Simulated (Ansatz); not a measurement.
`CO[SiH2]C#N` + H• → `CO[SiH]C#N`• + H₂ at 400 K and 1 bar (hydrogen abstraction from the Si–H bond).

Isolated molecules relaxed with PBE0-D4/def2-TZVP in Ansatz; ΔE leaves out vibrations. CBS: MP2 limit from def2 TZ/QZ plus the TZ coupled-cluster correction, frozen cores. This one scheme is used for every species, atoms too. Open shells (•) are unrestricted, without spin–orbit coupling. One conformer a species, not always the lowest.

```csv
species,CCSD(T)/CBS energy (Eh),H − E (kJ/mol),S (J/(mol·K))
`CO[SiH2]C#N`,-498.08666,211.3,378.0
H•,-0.50000,8.3,120.8
`CO[SiH]C#N`•,-497.42922,185.7,380.2
H₂,-1.17544,38.0,139.0
```

H − E and S are ideal-gas, rigid-rotor, harmonic terms from PBE0-D4/def2-TZVP, for one conformer and one mirror image of each species, with the whole ground term of open shells counted as degenerate. The MP2-based limit puts H₂ 0.8 mEh under its directly extrapolated value; such offsets cancel only in part. 1 Eh = 2625.50 kJ/mol, R = 8.31446 J/(mol·K).

Task: By hand: ΔE, ΔH, ΔS and ΔG.

Result: ΔE = (-497.42922) + (-1.17544) − (-498.08666) − (-0.50000) = -0.01800 Eh = -47.3 kJ/mol. Δ(H − E) = 185.7 + 38.0 − 211.3 − 8.3 = 4.1, so ΔH = -43.2 kJ/mol. ΔS = 380.2 + 139.0 − 378.0 − 120.8 = 20.4 J/(mol·K). ΔG = -43.2 − 400 × (20.4)/1000 = -51.4 kJ/mol.

Task: By hand: the equilibrium constant, and the temperature at which ΔG would vanish if ΔH and ΔS stayed fixed.

Result: log₁₀ K = −ΔG/(RT ln 10) = 6.7. ΔH and −TΔS have one sign here, so there is no such temperature.

ΔH outweighs TΔS. A doubt of 5 kJ/mol in ΔE shifts log₁₀ K by 0.7 here. Other conformers and mirror images would add mixing entropy, several J/(mol·K) or more a flexible species. These are equilibria of isolated gas molecules and say nothing of rates. Largest T1 diagnostic: 0.019 (customary marks: 0.02 for closed shells, 0.045 for open ones).
